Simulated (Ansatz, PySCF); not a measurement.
Process, species as SMILES: C[Si](C)(O)O → [CH2][Si](C)(O)O + H atom (the C-H bond at the site shown breaks; other sites are not compared here)
Each molecule is optimised on its own at B3LYP-D3(BJ)/def2-TZVP (Ansatz, an electronic-structure program), one conformer each, not searched for the lowest.

Quantity: bond dissociation energy (enthalpy at 298 K, with B3LYP-D3(BJ) rigid-rotor harmonic-oscillator terms from PySCF), in eV. Correlated levels leave the core frozen unless marked. Open shells are spin-unrestricted. Spin-orbit coupling is left out. Non-relativistic. CBS marks a two-point X^-3 extrapolation of the correlation energy; Hartree-Fock from the larger set.

| level | program | bond dissociation energy (eV) |
|---|---|---|
| HF/cc-pV(Q+d)Z | Ansatz | 3.17 |

**Question.** What does CCSD(T)/CBS(cc-pV(T+d)Z,cc-pV(Q+d)Z) (Ansatz) give?

**Answer.** 4.36 eV, so HF/cc-pV(Q+d)Z differs from it by -1.19 eV.
